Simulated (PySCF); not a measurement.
C4H3S, charge -1, singlet, at a GFN2-xTB geometry (in this run its highest filled SCF level lies above zero, so its values depend strongly on the basis, on diffuse functions most of all); DF-B3LYP/pcseg-1 in PySCF.

The PySCF input:
```python
from pyscf import gto, scf, dft

mol = gto.Mole()
mol.atom = '''
    S    -0.005375   -0.048157    1.218419
    C     0.019862    1.307726   -0.163200
    C    -0.016961   -1.175655   -0.087082
    C     0.017210    0.812955   -1.371054
    C    -0.004057   -0.620932   -1.325629
    H     0.032994    2.305663    0.240934
    H    -0.033413   -2.229529    0.160926
    H    -0.009908   -1.250181   -2.214778
'''
mol.basis = 'pcseg-1'
mol.charge = -1
mol.spin = 0
mol.verbose = 4
mol.build()

mf = dft.RKS(mol)
mf.xc = 'b3lyp'
mf = mf.density_fit(auxbasis='def2-universal-jkfit')
mf.kernel()
```

It wrote (shortened):

```
PySCF version 2.14.0

[INPUT] verbose = 4
[INPUT] num. atoms = 8
[INPUT] num. electrons = 44
[INPUT] charge = -1
[INPUT] spin (= nelec alpha-beta = 2S) = 0
[INPUT] symmetry False subgroup None
[INPUT] Mole.unit = angstrom
[INPUT] Symbol           X                Y                Z      unit          X                Y                Z       unit  Magmom
[INPUT]  1 S     -0.005375000000  -0.048157000000   1.218419000000 AA   -0.010157277920  -0.091003540981   2.302478214966 Bohr   0.0
[INPUT]  2 C      0.019862000000   1.307726000000  -0.163200000000 AA    0.037533740286   2.471243985973  -0.308403303529 Bohr   0.0
[INPUT]  3 C     -0.016961000000  -1.175655000000  -0.087082000000 AA   -0.032051644799  -2.221665966976  -0.164561130379 Bohr   0.0
[INPUT]  4 C      0.017210000000   0.812955000000  -1.371054000000 AA    0.032522186604   1.536262301596  -2.590916561989 Bohr   0.0
[INPUT]  5 C     -0.004057000000  -0.620932000000  -1.325629000000 AA   -0.007666618887  -1.173391421978  -2.505075752781 Bohr   0.0
[INPUT]  6 H      0.032994000000   2.305663000000   0.240934000000 AA    0.062349623754   4.357071605543   0.455299274096 Bohr   0.0
[INPUT]  7 H     -0.033413000000  -2.229529000000   0.160926000000 AA   -0.063141419000  -4.213199196775   0.304106066322 Bohr   0.0
[INPUT]  8 H     -0.009908000000  -1.250181000000  -2.214778000000 AA   -0.018723406442  -2.362499696135  -4.185323846712 Bohr   0.0

nuclear repulsion = 188.720438737433
number of shells = 21
number of NR pGTOs = 165
number of NR cGTOs = 89
basis = pcseg-1
ecp = {}

******** <class 'pyscf.df.df_jk.DFRKS'> ********
method = DFRKS
initial guess = minao
damping factor = 0
level_shift factor = 0
DIIS = <class 'pyscf.scf.diis.CDIIS'>
diis_start_cycle = 1
diis_space = 8
diis_damp = 0
SCF conv_tol = 1e-09
SCF conv_tol_grad = None
SCF max_cycles = 50
direct_scf = False
XC library pyscf.dft.libxc version 7.1.2
    S. Lehtola, C. Steigemann, M. J. T. Oliveira, and M. A. L. Marques,  SoftwareX 7, 1–5 (2018)
XC functionals = b3lyp
    P. J. Stephens, F. J. Devlin, C. F. Chabalowski, and M. J. Frisch,  J. Phys. Chem. 98, 11623 (1994)
radial grids:
    Treutler-Ahlrichs [JCP 102, 346 (1995); DOI:10.1063/1.469408] (M4) radial grids

becke partition: Becke, JCP 88, 2547 (1988); DOI:10.1063/1.454033
pruning grids: <function nwchem_prune>
grids dens level: 3
symmetrized grids: False
atomic radii adjust function: <function treutler_atomic_radii_adjust>
small_rho_cutoff = 0
Set gradient conv threshold to 3.16228e-05
Initial guess from minao.
tot grids = 104776
******** <class 'pyscf.df.df.DF'> ********
auxbasis = def2-universal-jkfit
init E= -553.001273422495
  HOMO = -0.251026542079657  LUMO = -0.0852918458902101  gap/eV = 4.50987
cycle= 1 E= -552.23478884131  delta_E= 0.766  |g|= 0.559  |ddm|= 3.34
  HOMO = 0.142331220173609  LUMO = 0.221960561334917  gap/eV = 2.16682
cycle= 2 E= -551.842927327455  delta_E= 0.392  |g|= 1.21  |ddm|= 4.41
  HOMO = 0.0224599301156809  LUMO = 0.199376996928663  gap/eV = 4.81416
cycle= 3 E= -552.314605223845  delta_E= -0.472  |g|= 0.249  |ddm|= 3.69
  HOMO = 0.0142225107134979  LUMO = 0.176445230898477  gap/eV = 4.41431
cycle= 4 E= -552.334002296244  delta_E= -0.0194  |g|= 0.068  |ddm|= 0.49
  HOMO = 0.0154182665238016  LUMO = 0.178781635229938  gap/eV = 4.44534
cycle= 5 E= -552.334942354589  delta_E= -0.00094  |g|= 0.0316  |ddm|= 0.101
  HOMO = 0.0148764914639936  LUMO = 0.179873513640697  gap/eV = 4.48980
cycle= 6 E= -552.335232312533  delta_E= -0.00029  |g|= 0.0103  |ddm|= 0.0528
  HOMO = 0.0146530528172528  LUMO = 0.179701606322713  gap/eV = 4.49120
cycle= 7 E= -552.335259956068  delta_E= -2.76e-05  |g|= 0.00329  |ddm|= 0.0148
  HOMO = 0.0145828278245101  LUMO = 0.179759413476082  gap/eV = 4.49468
cycle= 8 E= -552.335262876796  delta_E= -2.92e-06  |g|= 0.000676  |ddm|= 0.00449
  HOMO = 0.0145843554677709  LUMO = 0.179752104701962  gap/eV = 4.49444
cycle= 9 E= -552.335263026649  delta_E= -1.5e-07  |g|= 0.000165  |ddm|= 0.00161
  HOMO = 0.0145803459714551  LUMO = 0.179754455908087  gap/eV = 4.49462
cycle= 10 E= -552.335263034808  delta_E= -8.16e-09  |g|= 8.91e-05  |ddm|= 0.000372
  HOMO = 0.0145910016379558  LUMO = 0.179751826318694  gap/eV = 4.49425
cycle= 11 E= -552.335263036902  delta_E= -2.09e-09  |g|= 2.2e-05  |ddm|= 0.000148
  HOMO = 0.0145872052359568  LUMO = 0.179749278019352  gap/eV = 4.49429
cycle= 12 E= -552.33526303704  delta_E= -1.38e-10  |g|= 7.5e-06  |ddm|= 5.51e-05
  HOMO = 0.0145891611898974  LUMO = 0.179751260126213  gap/eV = 4.49429
Extra cycle  E= -552.335263037022  delta_E= 1.82e-11  |g|= 1.04e-05  |ddm|= 2.71e-05
converged SCF energy = -552.335263037022
```
